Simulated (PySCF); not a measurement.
Molecule: `InChI=1S/C6H4F2/c7-5-1-2-6(8)4-3-5/h1-4H`.

Atom-mapped SMILES (the numbers label the heavy atoms): `[F:1][c:2]1[cH:3][cH:4][c:5]([F:6])[cH:7][cH:8]1` (H(Xn): hydrogen on atom n).

Geometry PBE0-D3(BJ)/def2-SVP throughout; GIAO in PySCF 2.14.0 with density-fitted response routines, gas phase, one conformer, non-relativistic; equivalent atoms averaged; functional PBE0.

For orientation, IGLO-III gives these absolute shieldings σ: F1/F6 298.7, C2/C5 14.4, C3/C4/C7/C8 59.7, H(C3)/H(C4)/H(C7)/H(C8) 24.22 ppm.

A run gave: F1/F6 290.8, C2/C5 18.4, C3/C4/C7/C8 64.1, H(C3)/H(C4)/H(C7)/H(C8) 25.72 ppm (absolute shieldings σ).

Task: Which basis set was used in that run?
A. 6-31G
B. 6-311+G(2d,p)
C. def2-SVP
D. 6-31G*
E. pcSseg-0

Result: E. C2/C5 tells them apart best: pcSseg-0 gives 18.4, 6-31G gives 44.7, 6-311+G(2d,p) gives 22.7, def2-SVP gives 36.5, 6-31G* gives 43.1 ppm.
